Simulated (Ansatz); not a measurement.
Geometry optimisation, Ansatz, RKS PBE-D4/def2-SVP.

The input (input.yaml):

```yaml
crystal:
  periodic: [false, false, false]
  atoms:
    - { symbol: "N", position_ang: [-0.6878, 0.5717, -0.3355] }
    - { symbol: Sn, position_ang: [0.0037, -0.3588, 1.3093] }
    - { symbol: F, position_ang: [1.5476, -1.3777, 0.793] }
    - { symbol: H, position_ang: [0.1143, 1.2162, -0.7265] }
    - { symbol: H, position_ang: [-0.9279, -0.125, -1.0818] }
basis:
  gaussian: { orbitals: def2-SVP }
hamiltonian:
  xc: pbe
  dispersion: d4
relax:
  f_tol: 0.02
  max_steps: 40
scf:
  lower_state_search: "off"
output:
  orbitals: {}
```

Command:

```bash
$ ansatz run input.yaml --threads 1 --pin off --max-ram 2048MiB --backend cpu --events-out ev --progress --plain --runs-dir out
```

Where does it end, and by what steps?

The forces met the threshold. The force dipped under the threshold on the way, but the program's further checks kept it going. After 15 steps the energy has fallen by 0.766 eV; H4 moved furthest, 0.90 Å.

| step | energy less start (eV) | largest force component (eV/Å) | accepted |
| --- | --- | --- | --- |
| 0 | 0.0000 | 2.490 | yes |
| 1 | -0.2532 | 0.579 | yes |
| 2 | -0.2779 | 0.128 | yes |
| 3 | -0.2787 | 0.046 | yes |
| 4 | -0.2789 | 0.015 | yes |
| 5 | -0.2802 | 0.079 | yes |
| 6 | -0.2885 | 0.191 | yes |
| 7 | -0.3323 | 0.746 | yes |
| 8 | -0.4191 | 1.451 | yes |
| 9 | -0.5675 | 1.443 | yes |
| 10 | -0.6471 | 1.556 | yes |
| 11 | -0.6557 | 1.319 | yes |
| 12 | -0.7594 | 0.523 | yes |
| 13 | -0.7623 | 0.449 | yes |
| 14 | -0.7652 | 0.027 | yes |
| 15 | -0.7655 | 0.014 | yes |

```xyz
5
Properties=species:S:1:pos:R:3
N -0.310 0.512 -0.395
Sn 0.348 -0.057 1.460
F 0.979 -1.803 0.752
H -0.763 1.392 -0.658
H -0.204 -0.116 -1.200
```

The run took 14 s on 1 thread of Intel(R) Xeon(R) Platinum 8375C CPU @ 2.90GHz (Ice Lake), with other jobs on the host, peak memory 0.13 GiB.
